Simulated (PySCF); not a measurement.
Radial density of Ge²⁶⁺ (germanium, charge +26)

UHF, [He] 2s2 2p2, high-spin 3P determinant. All numbers are calculated (PySCF 2.14, the non-relativistic Hamiltonian (point nucleus), in an even-tempered Gaussian basis (17 s from 7 bohr⁻², ratio 2.2; 11 p from 9.1 bohr⁻², ratio 2.2; 6 d from 38 bohr⁻², ratio 2.4; 5 f from 56 bohr⁻², ratio 2.4; 4 g from 85 bohr⁻², ratio 2.4)).

| r (bohr) | 4πr²ρ (e/bohr) | 4πr²(ρα − ρβ) |
| --- | --- | --- |
| 0.000883 | 0.2085 | 0.0000 |
| 0.00148 | 0.5677 | 0.0000 |
| 0.00250 | 1.505 | 0.0001 |
| 0.00420 | 3.819 | 0.0006 |
| 0.00706 | 8.993 | 0.0042 |
| 0.0119 | 18.68 | 0.0285 |
| 0.0200 | 31.44 | 0.1765 |
| 0.0336 | 37.27 | 0.9229 |
| 0.0565 | 26.41 | 3.6578 |
| 0.0951 | 17.73 | 9.1790 |
| 0.160 | 22.07 | 10.7631 |
| 0.269 | 9.124 | 3.5208 |
| 0.453 | 0.4068 | 0.1357 |
| 0.761 | 0.0006005 | 0.0002 |

Spin-orbit coupling is strong in this species (close to jj coupling), so the high-spin LS determinant is a model state, not a physical level.
